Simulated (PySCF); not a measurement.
NP.

```xyz
2

N      0.0000     0.0000    -1.0105
P      0.0000     0.0000     0.4716
```

Coordinates come from a B3LYP-D3(BJ)/def2-TZVPD optimisation.

These are PySCF with HF/pcSseg-2 values and carry that method's errors. Non-relativistic, no solvent.

Computed absolute GIAO shielding of each atom: isotropic value and principal components (ppm):
```
atom  σ(iso)     σ11     σ22    σ33    span
----  ------  ------  ------  -----  ------
N1    -479.8  -890.3  -890.3  341.2  1231.5
P2     -82.7  -606.7  -606.7  965.5  1572.2
```
